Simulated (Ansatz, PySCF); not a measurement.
Molecule: sum formula GeOF$_{2}$, charge 0, multiplicity 1. SMILES: [F][Ge]([F])=[O]
Geometry: optimised at B3LYP-D3(BJ)/def2-TZVP (Ansatz, an electronic-structure program).

Quantity: atomisation energy (electronic, to ground-state atoms), in kcal/mol. Valence correlation only, unless marked. Open shells are spin-unrestricted. Spin-orbit coupling is left out. Frozen are the shells of the preceding noble gas and the d and f shells that filled before the atom's block. Non-relativistic. The coupled-cluster limit lacks core correlation, which all-electron functionals hold. Basis-set limits of correlation are two-point, X^-3; Hartree-Fock from the larger set. The bracket is a focal-point correction in the basis named.

```tsv
level	program	atomisation energy (kcal/mol)
HF/def2-TZVPD	PySCF	185.1
SVWN5/def2-TZVPD	Ansatz	413.0
HSE06-D4/def2-TZVPD	Ansatz + dftd4	325.0
LC-wPBE/def2-TZVPD	Ansatz	330.7
```

Problem. What does RI-MP2/CBS(aug-cc-pVTZ,aug-cc-pVQZ)+[CCSD(T)-MP2]/aug-cc-pVTZ (Ansatz) give?

Solution. 341.7 kcal/mol
